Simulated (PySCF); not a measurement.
## Bond length, frequency and bond energy of SbCl by level of theory

State: ³Σ⁻ (triplet), unpaired electrons π ↑↑. Set-up: Sb def2-TZVPPD with ECP28, Cl def2-TZVPPD; scalar-relativistic core potentials (PySCF 2.14). De refers to Sb + Cl in their high-spin ground configurations, without counterpoise correction. The functionals are run spin-unrestricted. A positive dipole means Sb(−)Cl(+).

```json
{"Level": "UHF", "Re (Å)": "2.353", "ωe (cm⁻¹)": "373", "De (eV)": "1.77", "μ (D)": "-2.48", "CPU s a point (SCF and correlation, without the integrals)": "2.7"}
{"Level": "UHF-MP2", "Re (Å)": "2.338", "ωe (cm⁻¹)": "376", "De (eV)": "2.97", "μ (D)": "n/a", "CPU s a point (SCF and correlation, without the integrals)": "4.8"}
{"Level": "UHF-SCS-MP2", "Re (Å)": "2.348", "ωe (cm⁻¹)": "369", "De (eV)": "2.89", "μ (D)": "n/a", "CPU s a point (SCF and correlation, without the integrals)": "n/a"}
{"Level": "UHF-CCSD", "Re (Å)": "2.345", "ωe (cm⁻¹)": "373", "De (eV)": "2.77", "μ (D)": "n/a", "CPU s a point (SCF and correlation, without the integrals)": "n/a"}
{"Level": "UHF-CCSD(T)", "Re (Å)": "2.349", "ωe (cm⁻¹)": "369", "De (eV)": "2.90", "μ (D)": "n/a", "CPU s a point (SCF and correlation, without the integrals)": "260"}
{"Level": "PBE", "Re (Å)": "2.362", "ωe (cm⁻¹)": "357", "De (eV)": "3.41", "μ (D)": "-1.98", "CPU s a point (SCF and correlation, without the integrals)": "2.3"}
{"Level": "BLYP", "Re (Å)": "2.392", "ωe (cm⁻¹)": "340", "De (eV)": "3.29", "μ (D)": "-2.12", "CPU s a point (SCF and correlation, without the integrals)": "1.5"}
{"Level": "r²SCAN", "Re (Å)": "2.345", "ωe (cm⁻¹)": "370", "De (eV)": "3.27", "μ (D)": "-1.98", "CPU s a point (SCF and correlation, without the integrals)": "4.7"}
{"Level": "M06-L", "Re (Å)": "2.353", "ωe (cm⁻¹)": "364", "De (eV)": "3.60", "μ (D)": "-2.09", "CPU s a point (SCF and correlation, without the integrals)": "3.3"}
{"Level": "B3LYP", "Re (Å)": "2.366", "ωe (cm⁻¹)": "357", "De (eV)": "3.19", "μ (D)": "-2.20", "CPU s a point (SCF and correlation, without the integrals)": "4.4"}
{"Level": "PBE0", "Re (Å)": "2.339", "ωe (cm⁻¹)": "373", "De (eV)": "3.21", "μ (D)": "-2.07", "CPU s a point (SCF and correlation, without the integrals)": "4.9"}
{"Level": "MN15", "Re (Å)": "2.336", "ωe (cm⁻¹)": "373", "De (eV)": "3.23", "μ (D)": "-2.30", "CPU s a point (SCF and correlation, without the integrals)": "5.1"}
{"Level": "M06-2X", "Re (Å)": "2.360", "ωe (cm⁻¹)": "366", "De (eV)": "2.99", "μ (D)": "-2.51", "CPU s a point (SCF and correlation, without the integrals)": "5.4"}
{"Level": "ωB97X-V", "Re (Å)": "2.332", "ωe (cm⁻¹)": "382", "De (eV)": "3.32", "μ (D)": "-2.16", "CPU s a point (SCF and correlation, without the integrals)": "10"}
```

Problem. Which functional lies closest to UHF-CCSD(T) in De, which farthest, and by how much do they differ from it?

Solution. Closest is M06-2X (+1.1 pm in Re, -0.8 % in ωe, +0.09 eV in De against UHF-CCSD(T) in the same basis), farthest M06-L (+0.4 pm in Re, -1.4 % in ωe, +0.70 eV in De). CCSD(T) converges more slowly with the basis than the functionals do and binds too weakly in this one, so the order can change at the basis-set limit.

Problem. What does a quarter of exact exchange do here, going from PBE to PBE0?

Solution. PBE0 less PBE: -2.3 pm in Re, +4.5 % in ωe, -0.20 eV in De. Exact exchange removes part of the self-interaction that spreads semilocal densities, and in most molecules shortens and stiffens the bond and lowers De; so it does here.

Problem. What does the step from GGA to meta-GGA do here, going from PBE to r²SCAN?

Solution. r²SCAN less PBE: -1.7 pm in Re, +3.6 % in ωe, -0.14 eV in De. 

Correlated steps freeze 9 core orbitals. These are scalar-relativistic numbers at best; spin–orbit coupling would shift them, the dissociation energy most. The state was picked by a PBE0 search and need not be the measured ground state.

The whole job (state search and all levels along the bond) took about 25 min on 2 threads of Arm Neoverse V1 (shared host), peak memory 5.2 GiB.
